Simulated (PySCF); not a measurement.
**Partial charges of `F[SiH2]S[Si@H](F)C1CC1`**

Compound: C3H8F2SSi2.
Geometry (GFN2-xTB, Å), atoms numbered from 1 in this order:
```xyz
16
C3H8F2SSi2 angstrom
F      3.434   -1.731    0.268
Si     3.573   -0.128    0.241
S      1.778    0.698    1.049
Si     0.288   -0.318   -0.113
F      0.671   -0.122   -1.673
C     -1.342    0.518    0.248
C     -2.617   -0.279    0.157
C     -2.315    0.745   -0.879
H      4.614    0.220    1.179
H      3.748    0.202   -1.156
H      0.348   -1.757    0.053
H     -1.326    1.282    1.015
H     -3.397   -0.073    0.875
H     -2.548   -1.321   -0.117
H     -2.035    0.409   -1.866
H     -2.882    1.663   -0.879
```

Density: PBE0/pcSseg-1 (PySCF); schemes: Mulliken, IAO, Hirshfeld and ESP-fitted. The structure is a single GFN2-xTB conformer in the gas phase; no vibrational or solvent corrections.

Task: What partial charge does each atom carry?

Result: In e:

| atom | environment | Mulliken | IAO | Hirshfeld | ESP-fitted |
| --- | --- | --- | --- | --- | --- |
| F1 | silicon-bound fluorine | -0.424 | -0.538 | -0.201 | -0.309 |
| Si2 | fluorine-bound silicon | +0.879 | +1.016 | +0.407 | +0.675 |
| S3 | sulfur bonded to 2 Si | -0.573 | -0.451 | -0.175 | -0.424 |
| Si4 | fluorine-bound silicon | +1.054 | +1.131 | +0.413 | +0.527 |
| F5 | silicon-bound fluorine | -0.420 | -0.539 | -0.200 | -0.260 |
| C6 | sp3 carbon bound to silicon | -0.572 | -0.451 | -0.138 | -0.278 |
| C7 | three-membered-ring carbon | -0.203 | -0.277 | -0.082 | -0.298 |
| C8 | three-membered-ring carbon | -0.201 | -0.272 | -0.078 | -0.262 |
| H9 | Si–H hydrogen | -0.094 | -0.126 | -0.064 | -0.068 |
| H10 | Si–H hydrogen | -0.084 | -0.132 | -0.064 | -0.089 |
| H11 | Si–H hydrogen | -0.084 | -0.139 | -0.070 | -0.038 |
| H12 | methine hydrogen | +0.165 | +0.166 | +0.048 | +0.212 |
| H13 | methylene hydrogen | +0.137 | +0.155 | +0.053 | +0.150 |
| H14 | methylene hydrogen | +0.137 | +0.146 | +0.049 | +0.158 |
| H15 | methylene hydrogen | +0.143 | +0.154 | +0.049 | +0.160 |
| H16 | methylene hydrogen | +0.139 | +0.156 | +0.055 | +0.145 |

Mean size of the charges over all atoms: IAO 0.366 e, Mulliken 0.332 e, ESP-fitted 0.253 e, Hirshfeld 0.134 e. Each set sums to the total charge, 0, to within 0.001 e. The Mulliken scheme gives each basis function's population to the atom it is centred on and halves the overlap population of two atoms between them.

Lowest charge. The schemes don't all agree: Mulliken S3 (-0.573); IAO F5 (-0.539); Hirshfeld F1 (-0.201); ESP-fitted S3 (-0.424).

Highest charge. The schemes don't all agree: Mulliken Si4 (+1.054); IAO Si4 (+1.131); Hirshfeld Si4 (+0.413); ESP-fitted Si2 (+0.675).

Task: Sum the charges by element, for elements with more than one atom.

Result: 
```csv
element,atoms,Mulliken,IAO,Hirshfeld,ESP-fitted
F,2,-0.844,-1.077,-0.401,-0.569
Si,2,+1.934,+2.147,+0.820,+1.202
C,3,-0.976,-0.999,-0.298,-0.837
H,8,+0.459,+0.380,+0.055,+0.629
```

Task: How many electrons does the Mulliken scheme count on Si2?

Result: Z − q = 14 − (+0.879) = 13.121.

Task: How closely do the schemes follow one another over all atoms?

Result: Correlation coefficient and root-mean-square difference: IAO with Hirshfeld 1.00, 0.299 e; Mulliken with IAO 0.99, 0.079 e; Mulliken with Hirshfeld 0.98, 0.269 e; IAO with ESP-fitted 0.96, 0.203 e; Mulliken with ESP-fitted 0.96, 0.175 e; Hirshfeld with ESP-fitted 0.95, 0.144 e.
